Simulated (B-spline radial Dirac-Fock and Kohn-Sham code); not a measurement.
Binding energies of Zr⁺ in different valence configurations

Method: ΔSCF Dirac-Fock with Breit, self-energy and vacuum polarisation, finite nucleus, configuration average. Computed with an atomic code on a B-spline grid. Correlation and solid-state effects are left out.

Reference: the tabulated ground configuration [Kr] 4d2 5s1, with 1s 18013.5 eV, 2s 2554.2 eV, 3s 450.0 eV, 3p3/2 350.1 eV, 3d3/2 198.4 eV, 4p3/2 44.61 eV, Kα1 15773.4 eV, Kβ1 17663.4 eV, Lα1 2044.1 eV.

Shifts from the reference in eV.

| configuration | average energy | 1s | 2s | 3s | 3p3/2 | 3d3/2 | 4p3/2 | Kα1 | Kβ1 | Lα1 |
| --- | --- | --- | --- | --- | --- | --- | --- | --- | --- | --- |
| [Kr] 4d2 5p1 | +3.37 | +1.24 | +1.21 | +1.21 | +1.23 | +1.23 | +1.19 | +0.02 | +0.01 | -0.01 |
| [Kr] 4d3 | +0.72 | -3.60 | -3.90 | -3.83 | -3.81 | -3.75 | -2.82 | +0.27 | +0.21 | -0.11 |
| [Kr] 4d1 5s2 | +0.98 | +4.20 | +4.54 | +4.47 | +4.35 | +4.28 | +3.10 | -0.26 | -0.15 | +0.18 |
| [Kr] 4d1 5s1 5p1 | +4.02 | +5.24 | +5.58 | +5.45 | +5.45 | +5.38 | +4.14 | -0.30 | -0.21 | +0.17 |
